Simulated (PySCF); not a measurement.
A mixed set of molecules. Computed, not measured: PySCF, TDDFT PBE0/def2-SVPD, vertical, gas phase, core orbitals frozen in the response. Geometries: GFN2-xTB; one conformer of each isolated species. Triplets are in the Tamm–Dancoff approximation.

Question: Rank by computed lowest singlet excitation energy, highest first.
A. `C=C=CCl`
B. `C=NCOCC#N`
C. `NC[C@@H]1C[C@]12C[C@@H]2N`
D. `[SiH3][Si@H](P)[SiH2]CCl`
E. `[H]/N=C/C=C/NC=O`
F. `C=C(Cl)/C(=C\C=O)CCl`
G. `CS[C@@H]1[SiH2]C[Si@H]1C#N`
H. `CNc1cnco1`

Answer: C (5.89 eV), D (5.45 eV), H (5.26 eV), B (5.01 eV), A (4.84 eV), E (4.50 eV), G (4.33 eV), F (3.30 eV).

```tsv
SMILES	S1 (eV)	α (au)	LUMO (eV)	f (S1)	gap (eV)	S1 mainly
NC[C@@H]1C[C@]12C[C@@H]2N	5.89	86.5	0.61	0.024	7.04	H→L (84%)
[SiH3][Si@H](P)[SiH2]CCl	5.45	142.2	-0.85	0.008	6.49	H→L (97%)
CNc1cnco1	5.26	64.9	0.35	0.008	6.21	H→L+1 (91%)
C=NCOCC#N	5.01	61.5	-0.61	0.001	6.96	H→L (91%)
C=C=CCl	4.84	53.8	-0.90	0.000	6.57	H→L (99%)
[H]/N=C/C=C/NC=O	4.50	79.9	-1.53	0.001	5.46	H-1→L (94%)
CS[C@@H]1[SiH2]C[Si@H]1C#N	4.33	122.1	-1.13	0.003	5.33	H→L (99%)
C=C(Cl)/C(=C\C=O)CCl	3.30	106.2	-2.63	0.003	5.00	H→L (82%)
```

H and L stand for HOMO and LUMO.

Mean S1 by what the SMILES shows (count): single bonds only 5.67 eV (2); a double or triple bond but no aromatic ring 4.40 eV (5).
